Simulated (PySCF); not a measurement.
## How the method changes the constants of TiO

State: ³Δ (triplet), unpaired electrons σ ↑, δ ↑. Set-up: Ti def2-TZVPP, O def2-TZVPP; no relativity (PySCF 2.14). De refers to Ti (3d2 4s2) + O in their high-spin ground configurations, without counterpoise correction. The functionals are run spin-unrestricted. A positive dipole means Ti(−)O(+).

| Level | Re (Å) | ωe (cm⁻¹) | De (eV) | μ (D) |
| --- | --- | --- | --- | --- |
| ROHF | 1.596 | 1119 | n/a | -4.01 |
| ROHF-MP2 | 1.607 | 1069 | n/a | n/a |
| ROHF-SCS-MP2 | 1.609 | 1065 | n/a | n/a |
| PBE | 1.615 | 1019 | n/a | -3.27 |
| PBEsol | 1.605 | 1040 | n/a | -3.20 |
| revPBE | 1.620 | 1009 | n/a | -3.24 |
| r²SCAN | 1.610 | 1041 | n/a | -3.44 |
| r²SCANh | 1.604 | 1057 | n/a | -3.52 |
| PBE0 | 1.597 | 1070 | n/a | -3.46 |
| MN15 | 1.597 | 1085 | n/a | -3.65 |
| ωB97X | 1.595 | 1081 | n/a | -3.45 |

The bond length runs from 1.595 Å (ωB97X) to 1.620 Å (revPBE).

Correlated steps freeze 6 core orbitals. De is left out where the level can put another filling of the metal’s s and d shells below the measured ground configuration, by anything from nothing to about 1 eV. With d or f electrons several states lie close, and the lowest PBE0 determinant need not be the measured ground state.

The whole job (state search and all levels along the bond) took about 12 min on 1 thread of Arm Neoverse V2 (shared host), peak memory 3.1 GiB.
